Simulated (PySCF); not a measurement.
## Nb: ionisation energy

Nb [Kr] 4d4 5s1 (6D) → Nb⁺ [Kr] 4d4 (5D), as a difference of total energies. All numbers are calculated (PySCF 2.14, the spin-free X2C one-electron Hamiltonian (Gaussian nucleus), in x2c-TZVPall (8s6p6d1f, 63 functions)). Correlated levels: valence: [Kr] frozen. The calculations carry no spin-orbit coupling.

Question: Order these methods by the ionisation energy they give, lowest first.
A. MP2 (valence)
B. MN15
C. UHF
D. B3LYP

Answer: C (5.994 eV), A (6.343 eV), B (6.636 eV), D (6.921 eV).

Errors of the correlated levels include the incompleteness of this basis and the frozen core.

For comparison: 6.776 eV (measured; NIST levels, between the centres of gravity of the two terms).
